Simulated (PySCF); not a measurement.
Bond stretch in CH (cation, charge +1), singlet.

Levels: UKS-r2SCAN = unrestricted r2SCAN/6-31G run with PySCF; RKS-r2SCAN = restricted r2SCAN/6-31G run with PySCF; UKS-B3LYP = PySCF with unrestricted B3LYP/6-31G; RCCSD = CCSD on RHF/6-31G, 1 core orbital frozen (PySCF); RCCSD(T) = PySCF with CCSD(T) on RHF/6-31G, 1 core orbital frozen.

Energies are in kcal/mol, each relative to the lowest point of its own curve near equilibrium.

```tsv
R / Å	UKS-r2SCAN	RKS-r2SCAN	UKS-B3LYP	RCCSD	RCCSD(T)
0.85	48.3	50.8	49.4	50.2	50.3
0.92	23.3	25.0	24.1	24.6	24.6
0.96	14.1	15.5	14.7	15.0	15.1
1.02	5.3	6.2	5.7	5.9	5.9
1.07	1.5	2.0	1.7	1.8	1.9
1.10	0.4	0.7	0.5	0.6	0.6
1.14	0.0	0.0	0.0	0.0	0.0
1.17	0.4	0.2	0.3	0.2	0.2
1.20	1.2	0.8	1.0	0.9	0.9
1.26	3.9	3.2	3.5	3.3	3.3
1.33	8.2	7.2	7.8	7.3	7.2
1.41	14.2	12.9	13.6	12.7	12.7
1.54	24.8	23.3	24.1	22.2	22.1
1.69	36.8	35.4	36.2	32.9	32.7
1.90	51.8	51.3	51.5	46.0	45.6
2.04	58.5	60.8	59.3	53.2	52.7
2.29	65.9	75.4	67.7	63.4	62.3
2.52	69.7	86.0	71.6	69.8	68.0
2.78	72.7	95.1	74.5	74.3	71.0
3.11	75.0	102.9	77.1	77.1	70.8
3.45	76.1	107.7	78.5	78.2	67.2
3.99	76.1	110.8	79.0	78.6	58.5
4.54	75.0	111.2	78.4	—	—
```

At the longest distance, 4.54 Å, RKS-r2SCAN lies highest above its minimum (111.2 kcal/mol) and UKS-r2SCAN lowest (75.0 kcal/mol).

The RCCSD(T) curve passes through a maximum at 2.78 Å and then falls by 12.5 kcal/mol up to the last usable point.

Dashes: no converged value, or the column stops at the first point that the program doubted or that broke a chosen test of continuity, which isn't proof of a fault.

The unrestricted determinant behind UKS-r2SCAN, UKS-B3LYP is spin-contaminated at 0.85 to 4.54 Å (<S²> up to 1.0, against 0.00 for a pure singlet). At the longest distance UKS-r2SCAN, RKS-r2SCAN, UKS-B3LYP leaves fractional charges on the fragments, a sign of delocalisation error or of the restricted form. The restricted form behind RKS-r2SCAN keeps the bonding electrons paired and can't separate into open-shell fragments. The T1 diagnostic of CCSD on the restricted reference of RCCSD, RCCSD(T) exceeds 0.045 at 2.04 to 4.54 Å.
